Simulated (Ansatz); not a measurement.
Compare A (`CN[SiH2][SiH3]`) with its isomer B (`C[SiH2][SiH2]N`).

Calculated with Ansatz (gas phase, PBE0-D4/def2-TZVP geometries, no zero-point term in ΔE). CBS: MP2 limit from def2 TZ/QZ plus the TZ coupled-cluster correction, frozen cores. Functionals use def2-TZVPP. B3LYP here is the variant with VWN-RPA as its local correlation; programs differ in this. One conformer a species, not always the lowest.

**Question.** Which is lower in electronic energy at CCSD(T)/CBS, and by how much? (Best estimate.)

**Answer.** The calculation gave: B, by 79.1 kJ/mol.

**Question.** Give E(B) − E(A) in kJ/mol with MP2/def2-TZVPP, ωB97M-V, BLYP-D4, B3LYP-D4, PBE-D4, HF/def2-TZVPP, B2PLYP. (Best estimate.)

**Answer.** The calculation gave: MP2/def2-TZVPP -81.2, ωB97M-V -79.0, BLYP-D4 -71.4, B3LYP-D4 -73.5, PBE-D4 -74.6, HF/def2-TZVPP -71.4, B2PLYP -76.7. None reverses the order clearly.

**Question.** Does the order hold for the free energy at 298.15 K (harmonic terms from PBE0-D4)? (Best estimate.)

**Answer.** The calculation gave: Yes: G(B) − G(A) = -76.6 kJ/mol, for one conformer each. Modes under 60 cm⁻¹, often nearly free rotors, make the harmonic entropy too high.

Largest T1 diagnostic: 0.012.

Leaving LDA and LC-ωPBE aside and taking each functional with its dispersion term where it has one, the values, not all of them listed here, spread over 8.5 kJ/mol, from r2SCAN0-D4 to BLYP-D4. In def2-TZVPP, CCSD(T) changes the Hartree–Fock value by −4.9 kJ/mol (the triples alone add −0.2 kJ/mol) and MP2 by −9.9 kJ/mol.
